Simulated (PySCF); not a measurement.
Molecular orbitals of BiP

RHF at R = 2.289 Å; PySCF, scalar-relativistic core potentials, basis sets Bi cc-pVDZ-PP with ECP60, P cc-pV(D+d)Z. State: ¹Σ⁺ (singlet), closed shell. Only the outer orbitals are listed, counted within each symmetry, core potentials removing the inner ones.

```
orbital  occ.  ε (eV)  on Bi (%)  main shells (%)
     7σ     2  -22.45         52  47 Bi s, 44 P s
     8σ     2  -16.70         50  45 P s, 43 Bi s
     9σ     2   -9.54         45  50 P p, 40 Bi p
     4π     2   -8.43         48  51 P p, 46 Bi p
     4π     2   -8.43         48  51 P p, 46 Bi p
     5π     0    0.15         54  53 Bi p, 45 P p
     5π     0    0.15         54  53 Bi p, 45 P p
    10σ     0    3.76         73  72 Bi p, 31 P p
```

Question: Which are the highest filled and the lowest empty level, where do they sit, and how wide is the gap?

Answer: Highest filled 4π at -8.43 eV (in %: 51 P p, 46 Bi p); lowest empty 5π at 0.15 eV (in %: 53 Bi p, 45 P p); the gap at RHF is 8.58 eV. An empty level above zero is unbound, and its energy depends on the basis.

| Item | Value |
| --- | --- |
| bond order (Mayer) | 2.97 |
| ⟨S²⟩ | 0.000 |
| charge on Bi (Mulliken, basis-dependent) | 0.20 |
| charge on Bi (Löwdin, basis-dependent) | 0.21 |
| dipole moment (positive dipole means Bi(−)P(+)) | -2.24 D |
| polarisability along the bond | 101.5 bohr³ |
| polarisability across the bond | 32.3 bohr³ |

These are scalar-relativistic numbers at best; spin–orbit coupling would shift them, the dissociation energy most.
